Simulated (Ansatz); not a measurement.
Mg2S2. The state is a triplet with charge 0. Geometry r2SCAN-D4/def2-TZVP.

Cartesian coordinates in Å:
```
Mg -1.466 0.145 -0.219
Mg 1.466 -0.145 0.219
S 0.292 0.228 -1.804
S -0.292 -0.228 1.804
```

At PBE0-D4/def2-TZVP a singlet of charge 0 lies 1.93 eV below the triplet, each at its own geometry. The structure comes from a short search, and lower isomers may exist.

Estimate the α-spin orbital energies around the gap (eV) in Ansatz with HF/6-31G, PBE-D4/def2-TZVP, BLYP-D4/def2-TZVP, PBE0-D4/def2-TZVP, ωB97X-V/def2-TZVP.


| orbital | HF/6-31G | PBE-D4/def2-TZVP | BLYP-D4/def2-TZVP | PBE0-D4/def2-TZVP | ωB97X-V/def2-TZVP |
| --- | --- | --- | --- | --- | --- |
| HOMO−13 | -63.90 | -47.48 | -47.54 | -51.63 | -53.98 |
| HOMO−12 | -63.84 | -47.44 | -47.51 | -51.62 | -53.97 |
| HOMO−11 | -63.84 | -47.42 | -47.49 | -51.60 | -53.95 |
| HOMO−10 | -63.84 | -47.36 | -47.43 | -51.54 | -53.88 |
| HOMO−9 | -63.83 | -47.36 | -47.43 | -51.54 | -53.87 |
| HOMO−8 | -27.06 | -16.64 | -16.43 | -18.95 | -22.82 |
| HOMO−7 | -22.99 | -16.30 | -16.09 | -18.58 | -20.57 |
| HOMO−6 | -13.40 | -7.91 | -7.66 | -9.24 | -12.02 |
| HOMO−5 | -13.22 | -7.59 | -7.36 | -8.80 | -11.73 |
| HOMO−4 | -12.96 | -6.99 | -6.73 | -8.31 | -11.68 |
| HOMO−3 | -9.63 | -6.87 | -6.64 | -8.00 | -9.71 |
| HOMO−2 | -9.37 | -6.53 | -6.27 | -7.82 | -9.41 |
| HOMO−1 | -8.89 | -6.16 | -5.95 | -7.37 | -9.08 |
| HOMO | -5.89 | -4.03 | -3.84 | -4.50 | -5.61 |
| LUMO | -1.39 | -3.30 | -3.12 | -2.92 | -1.54 |
| LUMO+1 | 1.14 | -1.24 | -1.01 | -0.61 | 1.17 |
| LUMO+2 | 1.21 | -1.17 | -0.95 | -0.57 | 1.21 |
| LUMO+3 | 1.89 | -0.48 | -0.24 | 0.11 | 1.85 |
| LUMO+4 | 2.61 | 0.00 | 0.20 | 0.63 | 2.32 |
| LUMO+5 | 3.06 | 0.66 | 0.81 | 1.22 | 2.63 |
| β HOMO | -9.04 | -5.95 | -5.75 | -6.67 | -8.38 |
| β LUMO | -1.48 | -5.62 | -5.44 | -4.98 | -3.31 |
